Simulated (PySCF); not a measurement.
This PySCF input asks for the NMR shieldings of SMILES C#C[C@H](SSCC)B(Cl)Cl, C$_{5}$H$_{7}$BCl$_{2}$S$_{2}$; the geometry comes from GFN2-xTB.

```python
import basis_set_exchange as bse
import numpy as np
from pyscf import gto, dft
from pyscf.prop import nmr

atoms = """
C    -2.256330    2.611644   -0.749246
C    -1.972387    1.593605   -0.186336
C    -1.575978    0.354335    0.425460
S    -0.408727   -0.553425   -0.775608
S     1.197276    0.657870   -0.824036
C     2.212102    0.050539    0.585973
C     2.691646   -1.368589    0.372391
B    -2.756099   -0.661934    0.758147
Cl   -2.492915   -1.908513    1.909930
Cl   -4.264331   -0.554927   -0.042745
H    -2.521839    3.511118   -1.218117
H    -0.943777    0.548566    1.296464
H     3.040534    0.755359    0.633826
H     1.611328    0.142534    1.490828
H     3.295311   -1.687976    1.219299
H     3.292782   -1.433101   -0.531309
H     1.844404   -2.045075    0.274632
"""
names = dict.fromkeys(["C", "S", "B", "Cl", "H"], "pcSseg-1")
basis = {el: gto.basis.parse(bse.get_basis(n, elements=[el], fmt="nwchem")) for el, n in names.items()}
mol = gto.M(atom=atoms, basis=basis, charge=0, verbose=0)
mf = dft.RKS(mol, xc="PBE0")
mf.grids.level = 2
mf.grids.alignment = dft.numint.BLKSIZE   # the property module wants whole blocks of grid points
mf.conv_tol = 1e-9
mf.kernel()

calc = nmr.RKS(mf)   # GIAO
C = mf.mo_coeff
Co = C[:, mf.mo_occ > 0]
resp = mf.gen_response(singlet=True, hermi=2)
def vind(x):   # induced exchange potential for any number of trial vectors
    d = np.einsum("pi,xij,qj->xpq", C, 2 * x.reshape(-1, C.shape[1], Co.shape[1]), Co, optimize=True)
    return np.einsum("xpq,pi,qj->xij", resp(d - d.transpose(0, 2, 1)), C, Co, optimize=True).ravel()
mo1, _ = nmr.rhf.solve_mo1(calc, with_cphf=vind)
sigma = calc.kernel(mo1)
for i, s in enumerate(sigma):   # ppm
    print("%2d %-2s %9.2f" % (i, mol.atom_pure_symbol(i), np.trace(s) / 3))
```

**Question.** What are the results?

**Answer.** 
```
 0 C     104.93
 1 C     100.59
 2 C     140.32
 3 S     322.38
 4 S     410.11
 5 C     148.96
 6 C     171.02
 7 B      42.99
 8 Cl    665.72
 9 Cl    649.21
10 H      29.72
11 H      28.22
12 H      29.42
13 H      29.20
14 H      30.41
15 H      30.63
16 H      29.72
```

These numbers come from an equivalent density-fitted implementation of the same equations, which agrees with the script to about 0.01 ppm for H and up to a few tenths of a ppm for heavy atoms, so last digits may differ.

Size and cost of the density-fitted run: 233 basis functions, 71 s wall time on 1 thread of an Arm Neoverse V1, shared host; peak memory 1.1 GiB.
